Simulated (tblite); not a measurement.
Species: C2H9Ge2O (doublet state).
Bonds: C1–C2, C2–Ge3, Ge3–O4, O4–Ge5. Hydrogens: H6, H7, H8 on C1; H9 on C2; H10, H11 on Ge3; H12, H13, H14 on Ge5.

Computed with GFN2-xTB (tblite), gas phase: L-BFGS steps from a force-field or distance-geometry start until the largest atomic force falls under 0.01 eV/Å.

Geometry at step 10:
```
atom  x, y, z in Å
C1     -2.5703   -0.0535    0.5462
C2     -1.6764    1.0787    0.2135
Ge3     0.0603    0.8645   -0.5811
O4      1.2272    0.1376    0.5480
Ge5     2.8938   -0.1428    0.1050
H6     -3.3395    0.2379    1.2583
H7     -3.0855   -0.3941   -0.3599
H8     -2.0043   -0.8993    0.9351
H9     -2.1369    2.0550    0.1319
H10     0.6508    2.1764   -1.0405
H11     0.0717   -0.1384   -1.7206
H12     2.8704   -0.5603   -1.3426
H13     3.3833   -1.2298    1.0174
H14     3.6546    1.1477    0.2671
```

**Question.** Give the atomic forces at this geometry.

**Answer.** 
| atom | Fx (eV/Å) | Fy (eV/Å) | Fz (eV/Å) |
| --- | --- | --- | --- |
| C1 | 0.088 | 0.056 | -0.045 |
| C2 | 0.030 | 0.024 | -0.055 |
| Ge3 | -0.099 | -0.021 | -0.072 |
| O4 | 0.043 | 0.014 | 0.095 |
| Ge5 | -0.017 | -0.004 | -0.040 |
| H6 | -0.015 | 0.019 | 0.064 |
| H7 | -0.018 | -0.041 | 0.019 |
| H8 | 0.005 | 0.021 | -0.015 |
| H9 | 0.004 | -0.081 | 0.084 |
| H10 | -0.045 | -0.012 | -0.006 |
| H11 | -0.024 | 0.073 | -0.075 |
| H12 | 0.157 | -0.036 | 0.052 |
| H13 | -0.082 | 0.085 | -0.017 |
| H14 | -0.027 | -0.097 | 0.013 |

The largest, 0.17 eV/Å, acts on H12; the rms over all components is 0.057 eV/Å. The forces sum to zero within rounding, as they must for an isolated molecule in no field.

**Question.** Give the force on H12 in Eh/bohr and in nN.

**Answer.** 0.169 eV/Å ÷ 51.422 = 0.00329 Eh/bohr, and 0.169 eV/Å × 1.602 = 0.27 nN.

**Question.** How far is this geometry from the end of the optimisation?

**Answer.** 0.196 eV above it, and 1.123 Å rms away after alignment. The bonds farthest from their final lengths, with half the difference of the two atoms' forces along the bond (positive lengthens):

```json
{"bond": "O4–Ge5", "now (Å)": "1.747", "final (Å)": "1.730", "force along bond (eV/Å)": "-0.01"}
{"bond": "Ge3–O4", "now (Å)": "1.779", "final (Å)": "1.767", "force along bond (eV/Å)": "+0.09"}
{"bond": "Ge5–H12", "now (Å)": "1.507", "final (Å)": "1.496", "force along bond (eV/Å)": "-0.04"}
{"bond": "Ge3–H11", "now (Å)": "1.518", "final (Å)": "1.510", "force along bond (eV/Å)": "-0.03"}
{"bond": "C1–H6", "now (Å)": "1.088", "final (Å)": "1.094", "force along bond (eV/Å)": "+0.07"}
{"bond": "Ge5–H14", "now (Å)": "1.507", "final (Å)": "1.502", "force along bond (eV/Å)": "-0.04"}
```

The angle farthest from its final value is Ge3–O4–Ge5, 122.0° against 141.3°.

Of the 3 listed bonds off by 0.010 Å or more, this force points towards the final length in 2.

The cost below is that of the whole relaxation. Hardware: one thread of an Arm Neoverse V1, shared host with 32 logical CPUs at a one-minute load of 11. Cost: 0.7 s.
